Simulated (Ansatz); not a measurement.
`BI` + CH₃NH₂ → `BNC` + HI  (ligand exchange at a B–I bond)

Gas-phase electronic energies from Ansatz, PBE0-D4/def2-TZVP geometries. CBS: MP2 limit from def2 TZ/QZ plus the TZ coupled-cluster correction, frozen cores. DFT in def2-TZVPP. B3LYP here is the variant with VWN-RPA as its local correlation; programs differ in this. HSE06 is defined as in plane-wave codes. Elements past krypton have def2 core potentials. For I outer-core shells are correlated without core-valence functions, which leaves a few kJ/mol of doubt a bond.

```csv
level,ΔE (kJ/mol)
revPBE-D4,-85.0
B3LYP-D4,-91.6
CAM-B3LYP-D4,-98.1
BLYP,-91.1
HSE06,-85.2
CAM-B3LYP,-97.7
HF/def2-TZVPP,-80.5
CCSD/def2-TZVPP,-85.3
```

(1) What does CCSD(T)/CBS give? (Estimate.)

Largest T1 diagnostic among the species: 0.012.

Results:

(1) The calculation gave: -81.6 kJ/mol. The listed levels differ from it by -3.4, -10.0, -16.5, -9.5, -3.6, -16.1, 1.1, -3.7 kJ/mol.

At CCSD(T), def2-SVP lies −21.9 kJ/mol from the extrapolated value and def2-TZVPP −3.3 kJ/mol. Leaving LDA and LC-ωPBE aside and taking each functional with its dispersion term where it has one, the values, not all of them listed here, spread over 15.5 kJ/mol, from CAM-B3LYP-D4 to PBE-QIDH. LDA lies −17.8 kJ/mol from PBE without D4.
